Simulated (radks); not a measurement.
Values are calculated unless marked as measured or tabulated.
Species: Sb XVII. Configuration: [Ar] 3d10 4s2 4p5.

Level of theory: scalar-relativistic Kohn-Sham, BLYP, spin-polarised, spherical densities, finite nucleus; open shells are filled with parallel spins first (spin-orbit coupling, left out, can overturn this in heavy ions); Fermi nuclear charge, rms radius 4.6802 fm (a radial shooting solver on a logarithmic mesh with Libxc functionals).

Energy parts (hartree):
total: -6385.91703
kinetic: 6683.89581
electron-nucleus: -14924.68030
Hartree: 2011.67641
exchange-correlation: -156.80895

Orbitals (lengths in bohr, moments of r in powers of bohr; r(90%) holds 90 % of the orbital's charge):
orbital  occ.  eigenvalue (hartree)  <1/r>  r(90%)      <r>
1s up       1             -1128.600  54.32  0.0511  0.02842
1s down     1             -1128.585  54.32  0.0511  0.02842
2s up       1             -184.2617  12.42   0.189   0.1226
2s down     1             -184.2532  12.42   0.189   0.1225
2p up       3             -166.9777  11.92   0.174   0.1070
2p down     3             -166.9643  11.92   0.174   0.1070
3s up       1             -47.37244  4.454   0.482   0.3285
3s down     1             -47.35769  4.454   0.482   0.3284
3p up       3             -41.73489  4.244   0.489   0.3260
3p down     3             -41.71819  4.245   0.489   0.3260
3d up       5             -33.20063  4.020   0.473   0.3013
3d down     5             -33.18406  4.021   0.473   0.3012
4s up       1             -18.10664  1.945    1.03   0.7240
4s down     1             -18.02445  1.945    1.03   0.7240
4p up       3             -16.17832  1.832    1.08   0.7529
4p down     2             -16.09665  1.832    1.08   0.7533
4d up       0             -13.28092  1.665    1.16   0.7936
4d down     0             -13.20333  1.664    1.16   0.7944
5s up       0              -9.45720  1.044    1.85    1.335
5s down     0              -9.42664  1.041    1.86    1.339

The highest occupied level is 4p down at -438.01 eV. Spin moment in Bohr magnetons: 1. For comparison, the ionisation energy in NIST's Atomic Spectra Database is 447 eV (theoretical). In exact Kohn-Sham theory the highest level is minus the ionisation energy, but local and semilocal functionals leave it too shallow, through self-interaction and a potential that decays too fast; potentials with the right tail come closer.
